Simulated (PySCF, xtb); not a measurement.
Ga(Cl)2(SiH3) (Cl₂GaH₃Si), SMILES [SiH3][Ga]([Cl])[Cl].

GFN2-xTB run with xtb at its own geometry gives an orbital gap of 3.86 eV and a dipole moment of 4.10 D.

The structure is a stationary point at B3LYP-D3(BJ)/def2-SVP. The structure was generated by enumeration; whether it is a known compound was not checked.

Q: What does PBE/def2-TZVP (PySCF) give? (An estimate is asked for; the answer gives what the named calculation found.)

A: gap 4.45 eV (levels -7.27 and -2.82 eV), dipole 2.73 D.
